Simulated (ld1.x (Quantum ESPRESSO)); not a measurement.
# What one change does to a pseudopotential (Bi (Z = 83), ultrasoft)

* Element: bismuth
* Generator: ld1.x (Quantum ESPRESSO) 7.5
* Type: ultrasoft
* Functional: LDA (PZ)
* Relativity: scalar-relativistic
* Frozen core: [Xe] 4f14
* Valence charge: 15
* Reference configuration: 5d10 6s2 6p3
* Partial waves: 6s (bound): rcut 1.75, rcutus 1.90 bohr; 6s channel at -0.65 Ry: rcut 1.75, rcutus 1.90 bohr; 6p (bound): rcut 2.10, rcutus 2.55 bohr; 6p channel at 1.3 Ry: rcut 2.10, rcutus 2.55 bohr; 5d (bound): rcut 1.75, rcutus 1.95 bohr; 5d channel at -1.7 Ry: rcut 1.75, rcutus 1.95 bohr
* Local potential: all-electron potential smoothed inside 1.90 bohr (lloc = -1)
* Core correction: a·sin(br)/r model core inside 1.25 bohr
* Augmentation charge: built from norm-conserving waves at rcut, not smoothed further

All-electron outer shells of the reference configuration (LDA (PZ), scalar-relativistic, ld1.x):

```json
{"shell": "4f", "level (eV)": "-152.95", "outermost node (bohr)": "–", "outermost maximum (bohr)": "0.34"}
{"shell": "5p", "level (eV)": "-95.96", "outermost node (bohr)": "0.48", "outermost maximum (bohr)": "0.86"}
{"shell": "5d", "level (eV)": "-27.18", "outermost node (bohr)": "0.51", "outermost maximum (bohr)": "1.03"}
{"shell": "6s", "level (eV)": "-14.76", "outermost node (bohr)": "0.98", "outermost maximum (bohr)": "1.86"}
{"shell": "6p", "level (eV)": "-4.77", "outermost node (bohr)": "1.14", "outermost maximum (bohr)": "2.44"}
```

Change: local potential all-electron potential smoothed inside 2.25 bohr (lloc = -1).

Cutoffs: the cutoffs (Ry, on a coarse ladder) from which the occupation-weighted sum of valence levels, in a spherical-Bessel basis at the reference potential, stays within 10 and 1 mRy of its value at 400 Ry; they do not see the model core or the augmentation charge, which bear on the density cutoff. Errors are all-electron minus pseudo energies relative to the spin-unpolarised reference configuration.

Predict the effect on cutoff, ghosts and configuration errors.

The potential gets neither clearly harder nor softer (35 Ry and 50 Ry → 35 Ry and 50 Ry); the d channel sets the loose cutoff, while the largest relative change is in s, which becomes harder; the errors of the 9 common tests hardly move; neither file shows a bound ghost.

| quantity | base | changed |
| --- | --- | --- |
| cutoff, loose | 35 Ry | 35 Ry |
| cutoff, tight | 50 Ry | 50 Ry |
| loose cutoff by channel (10 mRy a level) | s 8 Ry, p 6 Ry, d 25 Ry | s 10 Ry, p 6 Ry, d 25 Ry |
| bound ghosts | none | none |
| error for 5d10 6s2 6p2, meV [ΔE 8.15 eV] | -4.1 | -4.1 |
| error for 5d10 6s2 6p1, meV [ΔE 23.72 eV] | -14 | -14 |
| error for 5d10 6s2 6p0, meV [ΔE 47.43 eV] | -33 | -33 |
| error for 5d10 6s2 6p3.3, meV [ΔE -1.15 eV] | +0.5 | +0.5 |
| error for 5d10 6s2 6p2.5, meV [ΔE 3.21 eV] | -1.6 | -1.5 |
| error for 5d10 6s1 6p0, meV [ΔE 93.35 eV] | -58 | -58 |
| error for 5d10 6s1 6p4, meV [ΔE 10.18 eV] | -5.0 | -5.0 |
| error for 5d10 6s2 6p3 (spin-polarised), meV [ΔE -1.02 eV] | +5.5 | +5.6 |
| error for 5d10 6s2 6p2 (spin-polarised), meV [ΔE 7.60 eV] | -0.7 | -0.6 |
| s: phases at 2.75 bohr within 0.05 rad from the reference energy up to (Ry; the scan ends near 5) | 2.9 | 2.9 |
| p: phases at 2.75 bohr within 0.05 rad from the reference energy up to (Ry; the scan ends near 5) | 4.2 | to the end of the scan |
| d: phases at 2.75 bohr within 0.05 rad from the reference energy up to (Ry; the scan ends near 5) | to the end of the scan | to the end of the scan |
| lowest overlap eigenvalue by channel | s 0.21, p 0.40, d 1.00 | s 0.19, p 0.44, d 1.00 |
